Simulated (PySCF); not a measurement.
**[Eu(N2)]3+ at several levels of theory**

Computed with PySCF 2.14.0 (density fitting, no spin-orbit coupling) at the geometry relaxed with PBE0:

```xyz
3
[Eu(N2)]3+ (singlet in the valence; each metal's 4f electrons, 6 of them, lie in its core potential, out of spins and levels)
Eu    0.0000    0.0000   -0.4369
N     0.0000    0.0000    1.9866
N     0.0000    0.0000    3.0934
```

```json
{"level": "PBE0", "basis": "Eu lcecp-1-SVP with ECP52, N def2-SVP", "state": "singlet", "HOMO (eV)": "-27.95", "gap (eV)": "6.69", "charge on Eu1 (e)": "2.71", "population of f-type functions on Eu1 (polarisation alone where 4f lies in the core)": "0.01", "dipole about the centre of mass (D)": "1.65", "largest force component (eV/Å)": "0.00"}
{"level": "HF", "basis": "the same", "state": "singlet", "HOMO (eV)": "-32.31", "gap (eV)": "15.14", "charge on Eu1 (e)": "2.81", "population of f-type functions on Eu1 (polarisation alone where 4f lies in the core)": "0.01", "dipole about the centre of mass (D)": "2.19", "largest force component (eV/Å)": "5.06"}
{"level": "BLYP", "basis": "the same", "state": "singlet", "HOMO (eV)": "-25.98", "gap (eV)": "3.69", "charge on Eu1 (e)": "2.64", "population of f-type functions on Eu1 (polarisation alone where 4f lies in the core)": "0.01", "dipole about the centre of mass (D)": "1.28", "largest force component (eV/Å)": "2.54"}
{"level": "r2SCAN", "basis": "the same", "state": "singlet", "HOMO (eV)": "-26.51", "gap (eV)": "4.86", "charge on Eu1 (e)": "2.71", "population of f-type functions on Eu1 (polarisation alone where 4f lies in the core)": "0.01", "dipole about the centre of mass (D)": "1.61", "largest force component (eV/Å)": "0.84"}
{"level": "PBE0", "basis": "Eu lcecp-1-TZVP with ECP52, N def2-TZVP", "state": "singlet", "HOMO (eV)": "-27.97", "gap (eV)": "6.74", "charge on Eu1 (e)": "2.76", "population of f-type functions on Eu1 (polarisation alone where 4f lies in the core)": "0.01", "dipole about the centre of mass (D)": "1.56", "largest force component (eV/Å)": "1.23"}
```

In the lcecp rows the 4f levels are missing from HOMO and gap, and the state counts the valence alone.

Charges are Mulliken's, which hang on the basis. The relaxation used the grid (50, 194), these runs (75, 302) or, all-electron (x2c bases, spin-free X2C Hamiltonian), (99, 590).

Problem. What does wB97X with Eu lcecp-1-SVP with ECP52, N def2-SVP give here?

Solution. state singlet, HOMO (eV) -30.46, gap (eV) 11.74, charge on Eu1 (e) 2.73, population of f-type functions on Eu1 (polarisation alone where 4f lies in the core) 0.01, dipole about the centre of mass (D) 1.91, largest force component (eV/Å) 0.44. Time: 1.4 s on 2 threads of Arm Neoverse V2, on a shared host, from an already converged density.

In the first row's basis the gap widens with exact exchange: 3.7 to 4.9 eV for BLYP, r2SCAN (none); 6.7 eV for PBE0 (a fixed share); 11.7 to 15.1 eV for wB97X, Hartree–Fock (rising or full at long range).

An lcecp potential fixes the number of 4f electrons, so in runs with it no electron can move into or out of that shell.
